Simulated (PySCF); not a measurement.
Spectra and structures to be paired. Theory: PySCF 2.14.0, density-fitted response routines, TDDFT B3LYP/def2-SVPD, vertical, gas phase, core orbitals frozen in the response. Geometries: GFN2-xTB; one conformer of each isolated species. Triplets are in the Tamm–Dancoff approximation.

A. `O=CC1=CC=CC=N1`
B. `O=C(NCC#C)C#C`
C. `COC(=O)P=C=O`

Lowest singlet levels (six at most, fewer where fewer were computed) with oscillator strengths:

1. 255 nm (f 0.001); 216 nm (f 0.050); 212 nm (f 0.076); 205 nm (f 0.042); 201 nm (f 0.035); 193 nm (f 0.011); T1 4.45 eV
2. 411 nm (f 0.001); 297 nm (f 0.001); 250 nm (f 0.000); 227 nm (f 0.244); 215 nm (f 0.000); 198 nm (f 0.022); T1 2.67 eV
3. 359 nm (f 0.000); 297 nm (f 0.001); 254 nm (f 0.002); 247 nm (f 0.124); 231 nm (f 0.001); 226 nm (f 0.119); T1 2.98 eV

Question: Which spectrum belongs to which structure?

Answer: 1 = B, 2 = C, 3 = A.
- A: S1 at 3.46 eV, HOMO→LUMO (95%); Löwdin shares by element: HOMO oxygen 46%, carbon 23% or more, nitrogen 14% (atoms not listed hold the other 17%); LUMO carbon 46% or more, oxygen 20% (atoms not listed hold the other 34%); HOMO -7.36 and LUMO -2.46 eV; point group Cs, 1 of its 6 listed states under f = 0.0005.
- B: S1 at 4.86 eV, HOMO-1→LUMO (52%), HOMO→LUMO (43%); Löwdin shares by element: HOMO oxygen 32%, carbon 27% or more, nitrogen 19% (atoms not listed hold the other 22%); LUMO carbon 62% or more, oxygen 18% (atoms not listed hold the other 20%); HOMO -7.61 and LUMO -1.35 eV.
- C: S1 at 3.01 eV, HOMO→LUMO (100%); Löwdin shares by element: HOMO phosphorus 46%, carbon 32% or more, oxygen 15% or more; LUMO carbon 46% or more, oxygen 29% or more, phosphorus 20%; HOMO -7.02 and LUMO -2.52 eV; point group Cs, 2 of its 6 listed states under f = 0.0005.
